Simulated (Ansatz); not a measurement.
`C=CC[O][AlH2]`, relaxed with RKS PBE-D4/def2-SVP in Ansatz from a rough embedded geometry. The force threshold is 0.03 eV/Å; the program also tests the step.

The species carries charge 0 and has multiplicity 1.

Start:

```xyz
12

C    -1.746   -0.525   -1.303
C    -0.806    0.340   -1.252
C     0.341    0.200   -0.319
O     0.001    0.311    1.014
Al    1.366    0.124    2.167
H    -2.614   -0.463   -1.935
H    -1.728   -1.423   -0.605
H    -0.812    1.193   -1.912
H     0.888   -0.809   -0.550
H     1.094    1.019   -0.573
H     1.806   -1.358    2.650
H     2.210    1.392    2.617
```

(1) How much energy does the relaxation release, and in how many steps? (An estimate is asked.)

(2) Which bonds change most? (Best estimate.)

(3) Give the relaxed structure. (An estimate is asked.)

## Answers

(1) Ansatz gave: 18.69 kcal/mol, in 21 steps.

(2) Computed: O4–Al5 from 1.796 to 1.724 Å; C1–C2 from 1.278 to 1.344 Å; C3–H9 from 1.171 to 1.117 Å; C3–O4 from 1.380 to 1.414 Å.

(3) Ansatz gave: 
```xyz
12

C    -1.670   -0.634   -1.086
C    -0.769    0.351   -0.933
C     0.704    0.134   -0.710
O     1.143    0.775    0.472
Al    1.169    0.285    2.124
H    -2.739   -0.423   -1.246
H    -1.369   -1.695   -1.058
H    -1.091    1.408   -0.950
H     0.919   -0.962   -0.701
H     1.274    0.567   -1.566
H     0.818   -1.228    2.507
H     1.612    1.422    3.146
```
